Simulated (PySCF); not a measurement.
# P⁺: ionisation energy

P⁺ [Ne] 3s2 3p2 (3P) → P²⁺ [Ne] 3s2 3p1 (2P), as a difference of total energies. All numbers are calculated (PySCF 2.14, no relativity, point nucleus, in aug-cc-pV(Q+d)Z with one added diffuse shell each of s, p, d, f, g type (8s7p6d4f3g, 114 functions)). Correlated levels: valence: [Ne] frozen. The calculations carry no spin-orbit coupling.

| method | ionisation energy (eV) | plus first-order spin-orbit estimate | difference from reference of that sum (eV) |
| --- | --- | --- | --- |
| UHF | 19.169 | 19.162 | -0.607 |
| LDA | 19.825 | 19.819 | +0.050 |
| PBE | 19.786 | 19.779 | +0.010 |
| PBE0 | 19.823 | 19.817 | +0.048 |
| r2SCAN | 19.947 | 19.940 | +0.171 |
| wB97X-V | 19.627 | 19.621 | -0.148 |
| revPBE | 19.769 | 19.763 | -0.006 |
| wB97M-V | 19.482 | 19.476 | -0.293 |
| MP2 (valence) | 19.655 | 19.649 | -0.120 |
| SCS-MP2 (valence) | 19.565 | 19.559 | -0.210 |

Reference: 19.769 eV (semi-empirical (NIST evaluation); NIST Atomic Spectra Database, ionization energies).

A first-order spin-orbit estimate (lowest level to lowest level, LS coupling) adds -0.006 eV.

Errors of the correlated levels include the incompleteness of this basis and the frozen core.
